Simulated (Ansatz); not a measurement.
Reaction (redistribution): `CC[O][Ge]([Cl])([O]CC)[O]CC` + `CCC1=C[SiH2]1` → `CC[O][Ge]([CH3])([O]CC)[O]CC` + `ClCC1=C[SiH2]1`

Calculated with Ansatz (gas phase, PBE0-D4/def2-TZVP geometries, no zero-point term in ΔE). CBS: MP2 limit from def2 TZ/QZ plus the TZ coupled-cluster correction, frozen cores. DFT in def2-TZVPP. For Ge outer-core shells are correlated without core-valence functions, which leaves a few kJ/mol of doubt a bond. Scalar relativity is left out up to krypton. One conformer a species, not always the lowest.

`CC[O][Ge]([Cl])([O]CC)[O]CC`:

```xyz
26

C    -2.808    1.926    1.295
C    -2.409    0.857    0.311
O    -1.120    0.375    0.666
Ge   -0.340   -0.874   -0.289
Cl   -1.653   -2.542   -0.500
O     0.045   -0.352   -1.911
C     0.991    0.701   -2.085
C     1.073    1.025   -3.554
O     1.137   -1.296    0.539
C     1.106   -1.680    1.910
C     2.522   -1.914    2.369
H    -3.799    2.317    1.049
H    -2.838    1.522    2.309
H    -2.095    2.753    1.276
H    -3.134    0.034    0.325
H    -2.393    1.262   -0.709
H     0.680    1.586   -1.515
H     1.969    0.389   -1.703
H     1.795    1.827   -3.725
H     1.388    0.147   -4.121
H     0.100    1.347   -3.932
H     0.511   -2.595    2.025
H     0.630   -0.895    2.508
H     2.533   -2.218    3.419
H     2.993   -2.700    1.776
H     3.114   -1.003    2.267
```

`CCC1=C[SiH2]1`:

```xyz
13

C    -0.134   -0.506   -1.861
C     0.800   -0.312   -0.678
C     0.115    0.140    0.556
C    -1.128    0.440    0.936
Si    0.037    0.640    2.298
H     0.416   -0.838   -2.744
H    -0.898   -1.254   -1.638
H    -0.645    0.426   -2.113
H     1.584    0.414   -0.919
H     1.335   -1.241   -0.451
H    -2.101    0.459    0.461
H     0.491    1.979    2.750
H     0.128   -0.348    3.402
```

`CC[O][Ge]([CH3])([O]CC)[O]CC`:

Cartesian coordinates in Å:
```
C -2.929 -0.548 -1.560
C -1.651 0.254 -1.587
O -1.223 0.480 -0.259
Ge 0.381 1.180 0.039
C 0.647 2.943 -0.684
O 1.606 0.148 -0.710
C 1.742 -1.208 -0.331
C 2.791 -1.855 -1.201
O 0.541 1.162 1.793
C -0.448 0.629 2.656
C -0.353 -0.874 2.786
H -3.291 -0.728 -2.576
H -3.704 -0.013 -1.007
H -2.766 -1.512 -1.074
H -0.880 -0.285 -2.156
H -1.821 1.210 -2.102
H 0.670 2.901 -1.773
H -0.158 3.603 -0.361
H 1.598 3.336 -0.325
H 2.029 -1.279 0.725
H 0.784 -1.736 -0.442
H 3.749 -1.345 -1.086
H 2.502 -1.805 -2.254
H 2.921 -2.905 -0.927
H -0.285 1.101 3.631
H -1.451 0.909 2.317
H -1.075 -1.236 3.524
H -0.572 -1.359 1.833
H 0.647 -1.170 3.111
```

`ClCC1=C[SiH2]1`:

Cartesian coordinates in Å:
```
Cl -0.689 -2.561 0.479
C 0.150 -1.102 1.077
C 0.102 -0.007 0.092
C 0.949 0.893 -0.404
Si -0.705 1.076 -1.112
H -0.358 -0.809 1.997
H 1.173 -1.397 1.312
H 1.998 1.128 -0.264
H -1.611 2.173 -0.695
H -1.009 0.605 -2.483
```

```json
{"species": "`CC[O][Ge]([Cl])([O]CC)[O]CC`", "PBE-D4 energy (Eh)": "-2999.80086"}
{"species": "`CCC1=C[SiH2]1`", "PBE-D4 energy (Eh)": "-446.36919"}
{"species": "`CC[O][Ge]([CH3])([O]CC)[O]CC`", "PBE-D4 energy (Eh)": "-2579.60597"}
{"species": "`ClCC1=C[SiH2]1`", "PBE-D4 energy (Eh)": "-866.52512"}
```

Work out ΔE.

ΔE = (-2579.60597) + (-866.52512) − (-2999.80086) − (-446.36919) = 0.03896 Eh = +102.3 kJ/mol. CCSD(T)/CBS gives +103.5 kJ/mol.

Largest T1 diagnostic among the species: 0.012.

From PBE to PBE0 (25 % exact exchange), in def2-TZVPP and without D4, ΔE moves by +4.2 kJ/mol. The D4 term adds −5.0 kJ/mol with B3LYP and −3.3 kJ/mol with PBE0; it sums over pairs of atoms, weighted by their polarisabilities, and B3LYP, whose exchange is more repulsive, gets the larger term.

B3LYP here is the variant with VWN-RPA as its local correlation; programs differ in this.
